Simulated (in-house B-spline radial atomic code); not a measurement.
# Fe⁸⁺: [Ne] 3s2 3p5 4s1 (an excited or competing configuration)

Method: Dirac-Hartree-Fock, average of configuration, Fermi nucleus of rms radius 3.7377 fm. Calculated with a B-spline radial code for spherical atoms.

Effective charges: Z_r = [3n² - l(l+1)]/(2<r>) from the radius, Z_e = n√(-2ε) from the energy, and Slater's rules. Values are occupation-weighted means over j.

| shell | electrons | ε (eV) | <r> (bohr) | Z_r | Z_e | Slater |
| --- | --- | --- | --- | --- | --- | --- |
| 1s | 2 | -7380.2 | 0.05843 | 25.67 | 23.29 | 25.70 |
| 2s | 2 | -1087.2 | 0.2642 | 22.71 | 17.88 | 21.85 |
| 2p | 6 | -952.27 | 0.2341 | 21.35 | 16.73 | 21.85 |
| 3s | 2 | -288 | 0.7372 | 18.31 | 13.80 | 15.10 |
| 3p | 5 | -245.53 | 0.7499 | 16.67 | 12.74 | 15.10 |
| 4s | 1 | -115.12 | 1.63 | 14.72 | 11.64 | 10.05 |

The least bound orbital is 4s1/2 at -115.1 eV, and it is also the most diffuse (<r> = 1.63 bohr).

Spin-orbit splittings of the orbital energies (j = l + 1/2 above j = l - 1/2 when positive): 2p 12.71 eV, 3p 2.094 eV.

For the 1s electron the small component carries 0.875 % of the norm, the zero-frequency Breit interaction raises the level by 8.404 eV, self-energy by 4.122 eV, and vacuum polarisation lowers it by 0.3513 eV.
